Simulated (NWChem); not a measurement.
Species: InCl2 cation; SMILES [Cl][In+][Cl]

```xyz
3

In     0.0000     0.0000     0.0000
Cl     0.0000     0.0000     2.2451
Cl     0.0000     0.0000    -2.2451
```
Atoms are numbered in this order, from 1.

Geometry: optimised at PBE0/def2-SVP. def2 effective core potentials on In; no spin-orbit coupling.

**Question.** List the 6 lowest vertical singlet excitations from LRC-wPBEh/def2-SVP with def2 effective core potentials on In, full TDDFT (NWChem).

**Answer.** 
| state | energy (eV) | oscillator strength | leading excitation (squared amplitude) |
|---|---|---|---|
| S1 | 4.35 | 0.000 | HOMO → LUMO (0.99) |
| S2 | 4.35 | 0.000 | HOMO−1 → LUMO (0.99) |
| S3 | 4.82 | 0.018 | HOMO−2 → LUMO (0.98) |
| S4 | 4.82 | 0.018 | HOMO−3 → LUMO (0.98) |
| S5 | 6.45 | 0.065 | HOMO−4 → LUMO (0.50) |
| S6 | 6.67 | 0.000 | HOMO−1 → LUMO+2 (0.49) |
